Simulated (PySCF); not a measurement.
F3ORe, neutral, multiplicity 3. Atoms are numbered in the order given.

```xyz
5

Re     0.0308     0.0918     0.0000
O     -0.6758     1.6001     0.0000
F      0.5848    -0.3076     1.7333
F      0.5848    -0.3076    -1.7333
F     -0.8252    -1.5721     0.0000
```
Charge 0, spin multiplicity 3.

Coordinates come from a PBE0-D3(BJ)/def2-SVP optimisation. The multiplicity is an assumed one; other spin states were not compared. The def2 effective core potentials stand for the cores of Re; spin–orbit coupling is left out.

These are PySCF with TDA-ωB97X/def2-SVPD values and carry that method's errors.

Vertical excitations. Gas-phase values at a fixed geometry.

Computed excitation energies, oscillator strengths and character:
| state | energy (eV) | λ (nm) | f | main pairs |
|---|---|---|---|---|
| root 1 | 2.46 | 504 | 0.000 | α HOMO→LUMO 56 %, α HOMO−1→LUMO+1 42 % |
| root 2 | 2.49 | 498 | 0.000 | α HOMO→LUMO+1 95 % |
| root 3 | 2.71 | 457 | 0.000 | α HOMO−1→LUMO 95 % |
| root 4 | 2.77 | 448 | 0.000 | α HOMO−1→LUMO+1 57 %, α HOMO→LUMO 41 % |
| root 5 | 4.33 | 286 | 0.000 | α HOMO→LUMO+2 93 % |
| root 6 | 4.66 | 266 | 0.006 | α HOMO−1→LUMO+2 93 % |
| root 7 | 5.38 | 231 | 0.001 | β HOMO→LUMO 68 %, β HOMO−2→LUMO 27 % |
| root 8 | 5.43 | 229 | 0.005 | α HOMO−2→LUMO+1 8 %, β HOMO−1→LUMO 79 % |
| root 9 | 5.81 | 213 | 0.001 | β HOMO−2→LUMO 67 %, β HOMO→LUMO 28 % |
| root 10 | 5.91 | 210 | 0.002 | α HOMO−2→LUMO+1 35 %, β HOMO→LUMO+1 17 %, β HOMO→LUMO+3 11 %, β HOMO−2→LUMO+3 10 %, β HOMO−1→LUMO 9 % |
Unrestricted roots are not spin-pure.
